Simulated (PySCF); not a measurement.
These compounds are isomers of formula C4H13FN2Si2.

A. `CN1[SiH2]N[C@@H](C)[C@H](F)[SiH2]1`
B. `CN(C)[Si@H](N)/C(F)=C/[SiH3]`
C. `C[C@@H]1N[SiH2]N(C)[SiH2][C@@H]1F`

Spectrum 1. ¹H NMR (400 MHz, computed): δ 5.07 (m, 1H), 5.07 (m, 1H), 4.97 (m, 1H), 4.83 (m, 1H), 4.55 (m, 1H), 3.07 (m, 1H), 2.66 (s, 3H), 1.43 (d, 3H), 1.06 (br s, 1H). ¹³C{¹H} NMR (computed): δ 93.0 (CH), 51.3 (CH), 31.4 (CH3), 23.3 (CH3).

Spectrum 2. ¹H NMR (400 MHz, computed): δ 5.08 (m, 1H), 5.04 (m, 1H), 4.84 (m, 1H), 4.79 (m, 1H), 4.03 (m, 1H), 3.16 (m, 1H), 2.65 (s, 3H), 1.37 (d, 3H), 0.04 (br s, 1H). ¹³C{¹H} NMR (computed): δ 91.9 (CH), 51.1 (CH), 30.2 (CH3), 24.5 (CH3).

Spectrum 3. ¹H NMR (400 MHz, computed): δ 5.50 (m, 1H), 4.94 (m, 1H), 4.22 (d, 3H), 2.69 (s, 6H), 0.36 (br s, 2H). ¹³C{¹H} NMR (computed): δ 196.7 (C), 113.3 (CH), 39.5 (CH3).

Calculated, not measured (PySCF 2.14): structure optimised with GFN2-xTB, shielding tensors at PBE0/pcSseg-1 (GIAO). One conformer, fast rotation and ring inversion assumed for equivalent nuclei, isolated molecule, non-relativistic.

δ = σ(ref) − σ, references computed at the same level: TMS for ¹H (σ = 31.72 ppm) and ¹³C (σ = 186.93 ppm). Splittings of carbon signals by F and P are missing where no couplings were computed. Where no couplings were computed, multiplicities follow the n + 1 count of equivalent neighbours, and m marks all less simple cases (inequivalent or close neighbours, rings, F or P nearby). Shifts are as computed. Against solution values, carbons near 30 ppm lie about +3 ppm off and those near 130 ppm about +5 ppm. Of 1211 compounds with measured shifts, 218 miss one by over three times the rms of a fit or turn the order of signals round; such compounds aren't used in these exercises. OH and NH positions are gas-phase values without hydrogen bonding to other molecules.

**Question.** Match each spectrum to its structure.

**Answer.** 1–C, 2–A, 3–B.

- Spectrum 1 (C): 4 ¹³C signals; δC 93.0 is an sp3 CH bonded to F and Si; δC 51.3 is an sp3 CH bonded to N.
- Spectrum 2 (A): 4 ¹³C signals; δC 91.9 is an sp3 CH bonded to F and Si; δC 51.1 is an sp3 CH bonded to N.
- Spectrum 3 (B): 3 ¹³C signals; δC 113.3 is an alkene CH; δC 39.5 is a methyl carbon bonded to N.
